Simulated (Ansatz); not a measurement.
Mulliken charges of FH$_{4}$InSi, SMILES `[F][InH][SiH3]` from ωB97M-V/def2-TZVPP in Ansatz (PBE0-D4/def2-TZVP geometry).

```
atom   x (Å)   y (Å)   z (Å)  charge (e)
  F1  -0.196  -2.340   1.299      -0.514
 In2  -0.756  -1.165  -0.177       0.634
 Si3   0.528   1.043  -0.029      -0.030
  H4  -1.938  -1.966  -1.125      -0.081
  H5   1.986   0.766  -0.109       0.000
  H6   0.226   1.696   1.272       0.000
  H7   0.150   1.966  -1.131      -0.008
```

**Question.** By hand: the dipole of these point charges (1 e Å = 4.8032 D).

**Answer.** Σ q r = (-0.239, 0.576, -0.679) e Å, of length 0.922 e Å = 4.43 D.

**Question.** How does the dipole of the full density compare? (Best estimate.)

**Answer.** The calculation gave: (-0.116, 0.466, -0.452) e Å, 3.17 D; the point charges give 1.40 times that, at 7° from its direction.

Point charges leave out the atoms' own dipoles, such as those of lone pairs, and Mulliken's split depends on the basis, so the two needn't agree.
